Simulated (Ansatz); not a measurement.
`BNBN[SiH3]` + H₂Se → `[SiH3]NB[SeH]` + `BN`  (ligand exchange at a B–N bond)

Calculated with Ansatz (gas phase, PBE0-D4/def2-TZVP geometries, no zero-point term in ΔE). CBS: MP2 limit from def2 TZ/QZ plus the TZ coupled-cluster correction, frozen cores. This one scheme is used for every species. DFT in def2-TZVPP. B3LYP here is the variant with VWN-RPA as its local correlation; programs differ in this. For Se outer-core shells are correlated without core-valence functions, which leaves a few kJ/mol of doubt a bond. Scalar relativity is left out up to krypton. Each species was taken in one conformer, which may not be the lowest.

| level | ΔE (eV) |
| --- | --- |
| r2SCAN | 0.01 |
| B3LYP | 0.03 |
| HF/def2-QZVPP | 0.12 |
| HF/CBS(def2) | 0.12 |

What does CCSD(T)/CBS give? (An estimate is asked.)

Ansatz gave: +0.03 eV. The listed levels differ from it by -0.02, 0.00, 0.09, 0.09 eV.

Largest T1 diagnostic among the species: 0.013.

The D4 term adds +0.04 eV with B3LYP and +0.03 eV with PBE0; it sums over pairs of atoms, weighted by their polarisabilities, and B3LYP, whose exchange is more repulsive, gets the larger term. From PBE to PBE0 (25 % exact exchange), in def2-TZVPP and without D4, ΔE moves by +0.03 eV. In def2-TZVPP, CCSD(T) changes the Hartree–Fock value by −0.07 eV (the triples alone add −0.02 eV) and MP2 by −0.12 eV.
